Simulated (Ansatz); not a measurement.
The cluster SiSn₄ was relaxed with PBE-D4 (def2-SVP) in Ansatz in these states: neutral quintet, neutral singlet, neutral triplet. The geometries follow in no particular order.

In the def2 sets Sn takes a core potential; there is no spin–orbit coupling.

A:

```xyz
5

Si    0.8711    0.2942    0.4638
Sn   -1.0648   -0.9519   -1.0287
Sn   -0.5432    2.2202   -0.5894
Sn   -1.2388    0.2063    1.9992
Sn    1.9757   -1.7687   -0.8450
```

B:

```xyz
5

Si   -0.546    1.038   -1.037
Sn    0.641   -1.219    1.218
Sn    0.222    1.624    1.372
Sn    1.561   -0.435   -1.394
Sn   -1.878   -1.008   -0.158
```

C:

```csv
atom,x (Å),y (Å),z (Å)
Si1,-0.3549,-0.2648,1.8837
Sn2,0.3415,0.2562,-2.1498
Sn3,-1.4393,-1.0397,-0.3608
Sn4,1.7218,-0.8518,0.3075
Sn5,-0.2691,1.9001,0.3193
```

Question: Judge from the bond lengths which geometry belongs to which state (an estimate).

Answer: A is the neutral quintet (Sn2–Sn3 3.245 Å, Sn2–Sn4 3.247 Å, Sn2–Sn5 3.154 Å); B is the neutral singlet (Sn2–Sn3 2.878 Å, Sn2–Sn4 2.878 Å, Sn2–Sn5 2.878 Å); C is the neutral triplet (Sn2–Sn3 2.838 Å, Sn2–Sn4 3.028 Å, Sn2–Sn5 3.028 Å).

At PBE0-D4/def2-TZVP a singlet lies 2.16 eV below the neutral quintet. At PBE0-D4/def2-TZVP a singlet lies 0.70 eV below the neutral triplet. These are the stationary points nearest to one start from a short search; other shapes may lie lower in each state.
